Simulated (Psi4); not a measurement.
Interaction energy of C3H9Al ··· H4O4Si (SMILES [CH3][Al]([CH3])[CH3] and O[Si](O)(O)O). Monomers: optimised at B3LYP-D3(BJ) (def2-SVP and def2-TZVP), held rigid. Orientation: lowest of the rigid-body minima from ten starts at GFN2-xTB. R is the distance of the centres of mass, along which the second monomer moves.

Calculation: SAPT0/jun-cc-pVDZ, frozen core in Psi4.

Components in kJ/mol:

```tsv
R / Å	electrostatics	exchange	induction	dispersion	total
2.90	-501.41	854.01	-125.35	-92.21	135.04
3.07	-340.90	537.69	-99.99	-71.60	25.20
3.29	-207.24	293.94	-68.01	-51.58	-32.90
3.47	-139.01	178.46	-46.55	-39.46	-46.56
3.67	-90.55	102.04	-29.06	-29.32	-46.89
3.91	-55.61	51.89	-15.82	-20.59	-40.13
4.19	-32.81	23.37	-7.61	-13.71	-30.76
4.48	-19.89	10.10	-3.60	-9.10	-22.50
4.95	-9.72	2.49	-1.14	-4.85	-13.22
5.67	-3.95	0.26	-0.25	-2.02	-5.95
6.66	-1.46	0.01	-0.05	-0.71	-2.21
7.95	-0.50	0.00	-0.01	-0.23	-0.74
```
